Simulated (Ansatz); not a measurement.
Consider the ligand exchange at the Si–O bond: `C=C[SiH](O)O[SiH2]O` + `C[SiH](O)O` → `C=C[Si@@H](O)O[Si@@H](C)O` + `O[SiH2]O`.

Calculated with Ansatz (gas phase, PBE0-D4/def2-TZVP geometries, no zero-point term in ΔE). CCSD(T)/CBS adds triple-zeta CCSD(T) − MP2 to the extrapolated MP2 energy (def2 sets, frozen cores). Functionals use def2-TZVPP. B3LYP here is the variant with VWN-RPA as its local correlation; programs differ in this. Each species was taken in one conformer, which may not be the lowest.

`C=C[SiH](O)O[SiH2]O`:

Cartesian coordinates in Å:
```
C 1.146 -1.826 1.144
C 1.202 -0.544 1.496
Si 0.814 0.829 0.327
O -0.363 1.744 1.039
O 0.279 0.210 -1.087
Si -1.151 -0.132 -1.808
O -2.333 0.875 -1.286
H 1.378 -2.628 1.839
H 0.861 -2.128 0.141
H 1.496 -0.298 2.515
H 1.983 1.692 0.027
H -0.422 2.660 0.760
H -1.475 -1.551 -1.507
H -1.029 0.089 -3.264
H -2.386 1.008 -0.336
```

`C[SiH](O)O`:

Cartesian coordinates in Å:
```
C -0.701 1.064 -0.464
Si 0.485 -0.148 0.282
O -0.386 -0.963 1.416
O 1.150 -1.158 -0.836
H -1.565 0.552 -0.896
H -1.071 1.756 0.296
H -0.218 1.647 -1.252
H 1.670 0.503 0.894
H 0.085 -1.599 1.957
H 0.552 -1.653 -1.397
```

`C=C[Si@@H](O)O[Si@@H](C)O`:

Cartesian coordinates in Å:
```
C -2.502 -1.445 1.681
C -1.190 -1.239 1.764
Si -0.058 -1.408 0.316
O -1.030 -1.561 -1.015
O 0.886 -0.086 0.175
Si 0.749 1.403 -0.514
C 2.426 2.096 -0.854
O -0.050 1.276 -1.943
H -3.161 -1.332 2.537
H -2.971 -1.729 0.744
H -0.770 -0.950 2.726
H 0.846 -2.581 0.408
H -0.691 -2.094 -1.735
H -0.014 2.257 0.435
H 2.985 1.441 -1.527
H 2.993 2.205 0.073
H 2.346 3.080 -1.323
H -0.793 0.666 -1.947
```

`O[SiH2]O`:

Cartesian coordinates in Å:
```
O 0.284 0.896 1.105
Si -0.280 0.193 -0.268
O 0.321 -1.313 -0.527
H 0.035 0.502 1.942
H -1.745 -0.016 -0.207
H 0.126 1.131 -1.340
H 1.259 -1.394 -0.705
```

```csv
level,ΔE (kJ/mol),difference from CCSD(T)/CBS
PBE-D4,-2.6,-0.8
B3LYP-D4,-2.1,-0.3
ωB97M-V,-2.1,-0.3
B2PLYP,-2.4,-0.6
PBE,-2.6,-0.8
PBE0,-2.3,-0.5
B3LYP,-2.3,-0.5
MP2/def2-TZVPP,-2.5,-0.7
HF/CBS(def2),-1.0,0.8
MP2/CBS(def2),-1.9,-0.1
CCSD(T)/CBS,-1.8,0
```

Largest T1 diagnostic among the species: 0.012.
